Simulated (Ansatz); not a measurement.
Ideal-gas functions of Ge$_{2}$H$_{6}$Si (`[SiH2]1[GeH2][GeH2]1`) at 800 K and 1 bar, from an Ansatz frequency run at PBE0-D4/def2-TZVP.

Molar mass 179.35 g/mol, point group C2v (symmetry number 2), electronic degeneracy 1, moments of inertia 123.14, 240.334, 344.15 u Å². Harmonic wavenumbers (cm⁻¹, unscaled): 208, 245, 252, 284, 333, 343, 405, 554, 572, 575, 632, 646, 817, 825, 890, 2149, 2151, 2168, 2177, 2219, 2246.

Use S(trans) = R[1.5 ln M + 2.5 ln T − 1.1517]; rotational temperatures θ = 24.2544 K / I; S(rot) = R[ln(√π/σ · √(T³/θAθBθC)) + 1.5]; for each mode x = 1.438777 ν̃/T, S = R[x/(eˣ − 1) − ln(1 − e⁻ˣ)] and H = RT x/(eˣ − 1); 1 cm⁻¹ = 0.0119627 kJ/mol; R = 8.31446 J/(mol·K).

**Question.** By hand: the entropy, in J/(mol·K).

**Answer.** Translation 194.1. Rotation: θ = 0.197, 0.1009, 0.0705 K, giving 122.2. Vibration, mode by mode: 16.54, 15.20, 14.97, 13.99, 12.70, 12.46, 11.13, 8.68, 8.44, 8.40, 7.68, 7.52, 5.82, 5.76, 5.24, 0.86, 0.86, 0.84, 0.83, 0.78, 0.75, in all 159.4. Electronic 0.0. Sum 475.7 J/(mol·K).

**Question.** By hand: H − E and G − E in kJ/mol, counted from the electronic energy.

**Answer.** Zero-point energy ½ × 20691 × 0.0119627 = 123.8; thermal vibration 65.5; translation, rotation and pV give 4 RT = 26.6. H − E = 215.9 kJ/mol, and G − E = 215.9 − 800 × 475.7/1000 = -164.7 kJ/mol.

Vibration gives 34 % of the entropy.
